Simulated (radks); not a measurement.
The numbers below are computed, except where a source is named.
Question: The mean radii <r> (bohr) of the occupied orbitals of an atom or ion are listed with their occupations. Level of theory: Dirac Kohn-Sham, LB94 model potential, spin-unpolarised, spherical densities, finite nucleus; Fermi nuclear charge, rms radius of each element as measured or else 0.836 A^(1/3) + 0.57 fm (a radial shooting solver on a logarithmic mesh with Libxc functionals).

orbital  occ.      <r>
1s1/2       2  0.03035
2s1/2       2   0.1309
2p1/2       2   0.1108
2p3/2       4   0.1160
3s1/2       2   0.3571
3p1/2       2   0.3479
3p3/2       4   0.3588
3d3/2       4   0.3296
3d5/2       6   0.3331
4s1/2       2   0.8315
4p1/2       2   0.8652
4p3/2       4   0.8878
4d3/2       2   0.9717

Name the element and its charge. Open shells, if any, fill j = l - 1/2 first.

Answer: Z = 48, cadmium, charge +10: Cd10+ in [Kr] 4d2. The 1s radius gives Z: for a bare nucleus <r> = (2 gamma + 1)/(2Z) with gamma = sqrt(1 - (Z/c)^2), 0.02993 bohr for Z = 48, and screening makes it slightly larger (0.03035 here). The occupations add up to 38, and the charge is Z minus that.
